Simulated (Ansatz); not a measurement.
Cost and result for the atomization energy of CH$_{5}$F$_{2}$GeN (`N[C](F)(F)[GeH3]`) (10 atoms, 9 bonds).

Z-matrix (Å, degrees):
```
C
F 1 1.363
F 1 1.363 2 107.5
N 1 1.416 2 107.2 3 114.9
Ge 1 2.012 2 108.0 3 -116.3
H 4 1.011 1 111.3 2 61.1
H 4 1.011 1 111.3 2 -176.2
H 5 1.537 1 107.3 2 -63.2
H 5 1.533 1 110.9 2 57.9
H 5 1.537 1 107.4 2 179.1
```

Total charge 0; spin multiplicity 1. Correlated methods include outer-core shells of Ge, which these sets cover unevenly. Scalar relativity is left out up to krypton. The geometry is a stationary point of PBE0-D4/def2-TZVP. It is one conformer, not always the lowest. Program: Ansatz. All runs use 4 threads of an Arm Neoverse V2 on a shared host. Times are those of one run each, without the atoms' runs, and a repeat can differ threefold. Electronic energies, without spin–orbit coupling; frozen cores. CCSD(T)/CBS adds CCSD(T) − MP2 in def2-TZVPP to the MP2 limit, and its time is that of the two runs behind it. T1 = 0.012. With those shells the extrapolation isn't a true limit. B3LYP takes the VWN-RPA correlation (the form of Gaussian; ORCA's B3LYP/G).

CCSD(T)/CBS is a level of theory with its own doubt, some kJ/mol a heavy atom from the limit and from the frozen cores, so smaller differences don't rank the functionals.

```csv
level,functions,wall time
PBE-D4/def2-TZVPP (with forces),242,2.3 s
PBE0-D4/def2-TZVPP,242,2.9 s
B3LYP-D4/def2-TZVPP (with forces),242,4.3 s
r2SCAN-D4/def2-TZVPP (with forces),242,4.6 s
B2PLYP/def2-TZVPP,242,5.5 s
ωB97X-V/def2-TZVPP,242,7 s
ωB97M-V/def2-TZVPP (with forces),242,11 s
MP2/def2-QZVPP,467,23 s
CCSD(T)/def2-TZVPP,242,4 min
CCSD(T)/CBS(def2),–,4.4 min
```

(1) What atomization energy does each give, and how far from CCSD(T)/CBS? (Estimate.)

Answers

(1) The calculation gave: 
```csv
level,atomization (kJ/mol),difference from CCSD(T)/CBS,per bond
PBE-D4/def2-TZVPP (with forces),3385.1,83.8,9.3
PBE0-D4/def2-TZVPP,3288.5,-12.8,-1.4
B3LYP-D4/def2-TZVPP (with forces),3287.1,-14.2,-1.6
r2SCAN-D4/def2-TZVPP (with forces),3302.8,1.5,0.2
B2PLYP/def2-TZVPP,3251.8,-49.5,-5.5
ωB97X-V/def2-TZVPP,3321.3,20.0,2.2
ωB97M-V/def2-TZVPP (with forces),3300.6,-0.7,-0.1
MP2/def2-QZVPP,3319.6,18.3,2.0
CCSD(T)/def2-TZVPP,3209.9,-91.4,-10.2
CCSD(T)/CBS(def2),3301.3,0.0,0.0
```

In def2-TZVPP, CCSD(T) changes the Hartree–Fock value by +993.3 kJ/mol (the triples alone add +59.6 kJ/mol) and MP2 by +1049.2 kJ/mol; breaking electron pairs costs correlation energy, which Hartree–Fock lacks. The D4 term adds +28.9 kJ/mol with B3LYP and +15.0 kJ/mol with PBE0; it sums over pairs of atoms, weighted by their polarisabilities, and B3LYP, whose exchange is more repulsive, gets the larger term. From PBE to PBE0 (25 % exact exchange), in def2-TZVPP and without D4, the atomization energy moves by −93.7 kJ/mol: exact exchange takes away binding that semilocal exchange gives to molecules.
